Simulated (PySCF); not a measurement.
**Nuclear quadrupole coupling in `S[SiH]1CCC1`**

Species: C3H8SSi.
Structure used (PBE0-D3(BJ)/def2-SVP), in Å, numbered top down from 1:
```xyz
13
C3H8SSi angstrom
S      2.6644   -0.9844   -0.4502
Si     0.9042   -0.0911    0.4067
C     -0.7341   -0.9847    0.1267
C     -1.3485    0.4199   -0.1271
C     -0.0840    1.2391   -0.5073
H      3.5244   -0.3702    0.3903
H      1.2065    0.2549    1.8302
H     -1.1966   -1.5960    0.9140
H     -0.7007   -1.5805   -0.8004
H     -1.7861    0.8126    0.8049
H     -2.1467    0.4365   -0.8873
H      0.1130    1.1945   -1.5907
H     -0.0636    2.2918   -0.1923
```

Field gradients from the PBE0/pcSseg-1 density (PySCF, non-relativistic), principal values in atomic units, ordered |Vxx| ≤ |Vyy| ≤ |Vzz|:

```
atom     Vxx     Vyy      Vzz
  S1  0.1807  1.8810  -2.0617
```

**Question.** Find the asymmetry η = (Vxx − Vyy)/Vzz and the couplings χ = eQV/h (234.96 MHz × Q in barn × V in au), with Q(33S) = −0.0678 b.

**Answer.** 
```csv
atom,environment,nucleus,η,χzz (MHz),χxx (MHz),χyy (MHz)
S1,sulfur bonded to Si and H,33S,0.82,32.84,-2.88,-29.97
```

The tensor is traceless: Vxx + Vyy + Vzz = 0.

**Question.** What is Vzz at S1 in SI units (1 au = 9.71736 × 10²¹ V/m²)?

**Answer.** -2.0617 au = -20.034 × 10²¹ V/m².

Were the hydrogens deuterons (Q(2H) = 0.00286 b), χzz would run from 93 kHz (H7) to 203 kHz (H13 and H8).

One conformer (not necessarily the lowest) at the PBE0-D3(BJ)/def2-SVP geometry, without solvent, vibrations or thermal averaging. With so small a basis the couplings can be 20 % off.
